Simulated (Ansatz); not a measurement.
Geometry optimisation, Ansatz, RKS BLYP-D4/6-31G*.

The input (input.yaml):

```yaml
crystal:
  periodic: [false, false, false]
  atoms:
    - { symbol: Al, position_ang: [0.0, 0.0, 0.0] }
    - { symbol: H, position_ang: [0.0, 0.0, 1.91] }
    - { symbol: O, position_ang: [1.5415, 0.0, -0.89] }
    - { symbol: H, position_ang: [1.8414, -0.9519, -1.0449] }
    - { symbol: O, position_ang: [-1.5415, 0.0, -0.89] }
    - { symbol: H, position_ang: [-2.0512, -0.8467, -0.6815] }
    - { symbol: S, position_ang: [0.1147, 2.4267, 0.8072] }
    - { symbol: H, position_ang: [0.6673, 2.4659, 2.093] }
    - { symbol: H, position_ang: [0.0463, 0.9785, 1.9592] }
basis:
  gaussian: { orbitals: "6-31G*" }
hamiltonian:
  xc: blyp
  dispersion: d4
relax:
  f_tol: 0.15
  max_steps: 25
  restrain:
    - { distance: [0, 6], at: 3.46, k: 30.0 }
    - { distance: [8, 1], at: 1.86, k: 30.0 }
    - { distance: [0, 1], at: 1.56, k: 30.0 }
    - { distance: [8, 6], at: 1.4, k: 30.0 }
output:
  orbitals: {}
```

Command:

```bash
$ ansatz run input.yaml --threads 1 --pin off --max-ram 2048MiB --backend cpu --events-out ev --progress --plain --runs-dir out
```

Where does it end, and by what steps?

The forces met the threshold. The restraints hold the end off the free minimum. After 9 steps the energy has fallen by 1.790 eV (the restraints' own energy left out); S7 moved furthest, 0.82 Å. Parted: Al1–S7 (2.56 → 3.46 Å). Joined: S7–H9 (1.85 → 1.39 Å).

```
step  energy less start (eV)  largest force component (eV/Å)  accepted
   0                  0.0000                           2.595       yes
   1                  0.2577                           1.898       yes
   2                  0.0892                           2.051       yes
   3                 -0.6232                           2.076       yes
   4                 -1.2020                           1.451       yes
   5                 -1.5024                           0.698       yes
   6                 -1.6481                           0.608       yes
   7                 -1.7344                           0.605       yes
   8                 -1.7773                           0.592       yes
   9                 -1.7897                           0.611       yes
```

```xyz
9
Properties=species:S:1:pos:R:3
Al -0.003 -0.410 0.092
H -0.262 -0.388 1.640
O 1.635 -0.481 -0.433
H 1.817 -0.493 -1.394
O -1.267 -0.529 -1.083
H -2.189 -0.588 -0.774
S -0.138 2.734 1.524
H 1.218 2.788 1.664
H -0.192 1.440 2.027
```

Run time: 29 s on 1 thread of Arm Neoverse V1 (shared host), peak memory 0.12 GiB.
